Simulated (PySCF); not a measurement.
**C⁺: ionisation energy**

C⁺ [He] 2s2 2p1 (2P) → C²⁺ [He] 2s2 (1S), as a difference of total energies. Computed with PySCF 2.14 in ANO-RCC-VTZP, with scalar relativity by spin-free X2C-1e. Correlated levels: valence: 1s2 frozen; valence and next inner shell: nothing frozen. The calculations carry no spin-orbit coupling.

| method | ionisation energy (eV) |
| --- | --- |
| UHF | 24.174 |
| LDA | 24.775 |
| PBE | 24.866 |
| PBE0 | 24.847 |
| r2SCAN | 25.017 |
| wB97M-V | 24.405 |
| BP86 | 24.928 |
| BHandHLYP | 24.879 |
| revPBE | 24.836 |
| MP2 (valence) | 24.387 |
| SCS-MP2 (valence) | 24.347 |
| MP2 (valence and next inner shell) | 24.405 |
| SCS-MP2 (valence and next inner shell) | 24.357 |

Q: How much does correlation contribute at MP2 (valence and next inner shell)?

A: 24.405 − (24.174) = 0.231 eV, measured against UHF.

Errors of the correlated levels include the incompleteness of this basis and the frozen core.

For comparison: 24.378 eV (measured; NIST levels, between the centres of gravity of the two terms).
